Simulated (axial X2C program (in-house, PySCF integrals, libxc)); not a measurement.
**Worked dissociation energy of CdC⁺: HF, 2c**

All values were computed with an in-house all-electron X2C program for linear molecules (integrals from PySCF). Two-component (2c) means X2C with spin–orbit coupling and atomic mean-field two-electron Coulomb and Gaunt terms. Basis: Cd dyall-cv3z [12s12p8d5f3g], C dyall-v3z [7s6p2d1f] (cores contracted in-house); Gaussian nuclei, density fitting, unrestricted open shells. Masses: Cd 113.903 u, C 12.000 u.

Molecular state: Ω = 1/2 (⟨Sz⟩ = -0.50, ⟨Lz⟩ = 1.00 at HF).

* E(Cd+) (2M_J = 1): -5588.780216 hartree
* E(C) (2M_J = 2): -37.707076 hartree
* E(CdC⁺) at Re: -5626.499882 hartree
* ωe: 216.6 cm⁻¹
* ωexe: 3.57 cm⁻¹

Work out De and D0.

De = -5588.780216 + (-37.707076) − (-5626.499882) = 0.01259 hartree = 0.343 eV. The zero-point energy is ωe/2 − ωexe/4 = 107 cm⁻¹ = 0.013 eV, so D0 = 0.329 eV.

The state is one determinant whose occupation by symmetry is held fixed; it was picked as the lowest of a PBE0 search that is not exhaustive. Dissociation energies refer to the lowest single-determinant-based atoms at the same level and basis. Other states lie close and PBE0, whose exact exchange favours high spin, may order them wrongly; the determinant shown need not be the ground state. The nearest other 2c determinant of the search, Ω = 3/2, lies 0.01 eV up at the distance of the search. The determinant is spin-polarised beyond a pure state at some levels (its spin-free form has ⟨S²⟩ too high), which makes Re and μ there less reliable.

Hartree–Fock lacks correlation and underbinds, often by eV.

Each atomic determinant is the lowest at this level and need not be a pure J level. Totals compare only within one Hamiltonian and basis.
